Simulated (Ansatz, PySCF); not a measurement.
Gas-phase reaction (SMILES): N[Si](N)(N)F -> [NH2] (NH2) + N[Si](N)F; the N-Si bond at the site shown breaks (other sites are not compared here).

Each molecule is optimised on its own at B3LYP-D3(BJ)/def2-TZVP (Ansatz, a program for electronic structure), one conformer each, not searched for the lowest. Valence correlation only, unless marked. Open shells are spin-unrestricted. Spin-orbit coupling is left out. Non-relativistic. CBS(X,Y): correlation extrapolated as X^-3; Hartree-Fock from the larger set. [CCSD(T)-MP2]/basis is that difference in the basis named. Thermal terms are rigid-rotor harmonic-oscillator values from B3LYP-D3(BJ) frequencies (Ansatz or PySCF) at 298.15 K and 1 atm. 1 Eh = 627.5095 kcal/mol.

```tsv
species	E, RI-MP2/CBS(cc-pV(T+d)Z,cc-pV(Q+d)Z)+[CCSD(T)-MP2]/cc-pV(T+d)Z (Ansatz) (Eh)	E, B3LYP-D3(BJ)/def2-TZVPD (Ansatz + dftd3) (Eh)	H - E (Eh)
N[Si](N)(N)F	-556.77385	-557.55845	0.09094
[NH2] (NH2)	-55.82213	-55.90706	0.02268
N[Si](N)F	-500.75890	-501.47146	0.06164
```

Work out ΔE and ΔH at 298.15 K at the first level, then ΔH at the second.


1. ΔE = [(-55.82213) + (-500.75890)] - [(-556.77385)] = 0.19282 Eh = 121.0 kcal/mol at RI-MP2/CBS(cc-pV(T+d)Z,cc-pV(Q+d)Z)+[CCSD(T)-MP2]/cc-pV(T+d)Z.
2. The terms H - E add up to -0.00662 Eh, so ΔH = (0.19282 + (-0.00662))×627.5095 = 116.8 kcal/mol.
3. At B3LYP-D3(BJ)/def2-TZVPD the same steps give ΔE = 112.9 and ΔH = 108.8 kcal/mol, a shift of -8.0 from the first level.
4. These values are not checked against measurement here, since the tables used lack a sound gas-phase enthalpy of formation for at least one species.
